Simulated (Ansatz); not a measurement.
H$_{6}$NOSbSi (`N[SiH2][SbH][OH]`). The species carries charge 0 and has multiplicity 1. Sb: def2 effective core potential. The geometry is a stationary point of PBE0-D4/def2-TZVP. It is one conformer, not always the lowest.

```xyz
10

N     1.769    0.735   -0.599
Si    0.047    0.720   -0.567
Sb   -0.656   -1.681    0.065
O    -2.239   -1.067    1.095
H     2.292    0.532    0.238
H     2.256    1.397   -1.181
H    -0.400    1.070   -1.942
H    -0.616    1.659    0.386
H     0.444   -1.599    1.388
H    -2.898   -1.766    1.116
```

Problem. What is the dipole moment at B3LYP/def2-TZVPP? (Estimate.)

Solution. Computed: 1.61 D, with components (1.36, -0.37, -0.79) D in this frame, pointing from negative to positive charge.

Problem. And with PBE, r2SCAN, ωB97M-V? (Best estimate.)

Solution. Ansatz gave: PBE 1.50 D, r2SCAN 1.54 D, ωB97M-V 1.66 D.

Problem. Give the Mulliken charges with B3LYP, ωB97M-V, r2SCAN in def2-TZVPP. (Estimate.)

Solution. Ansatz gave: 
```csv
atom,B3LYP,ωB97M-V,r2SCAN
N1,-0.41,-0.37,-0.46
Si2,0.29,0.26,0.33
Sb3,0.49,0.39,0.46
O4,-0.53,-0.51,-0.54
H5,0.14,0.12,0.16
H6,0.14,0.12,0.16
H7,-0.08,-0.04,-0.09
H8,-0.08,-0.04,-0.09
H9,-0.14,-0.10,-0.13
H10,0.18,0.17,0.20
```

B3LYP here is the variant with VWN-RPA as its local correlation; programs differ in this.
